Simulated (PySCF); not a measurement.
F₃H₃SiSn, SMILES [F][Sn]([F])([F])[SiH3]. Coordinates come from a B3LYP-D3(BJ)/def2-SVP optimisation. The structure was generated by enumeration; whether it is a known compound was not checked. The def2 effective core potentials stand for the cores of Sn; spin–orbit coupling is left out.

Computed equilibrium geometry at B3LYP-D3(BJ)/def2-SVP (PySCF confirms it by a frequency run) as bond lengths and angles, and its point group:
point group C3v.
Atoms: F1 Sn2 F3 F4 Si5 H6 H7 H8. Bonds (Å): F1–Sn2 1.935, Sn2–F3 1.935, Sn2–F4 1.935, Sn2–Si5 2.584, Si5–H6 1.484, Si5–H7 1.484, Si5–H8 1.484. Angles (°): F1–Sn2–F3 103.5, F1–Sn2–F4 103.5, F1–Sn2–Si5 115.0, F3–Sn2–F4 103.5, F3–Sn2–Si5 115.0, F4–Sn2–Si5 115.0, Sn2–Si5–H6 106.6, Sn2–Si5–H7 106.6, Sn2–Si5–H8 106.6, H6–Si5–H7 112.2, H6–Si5–H8 112.2, H7–Si5–H8 112.2.
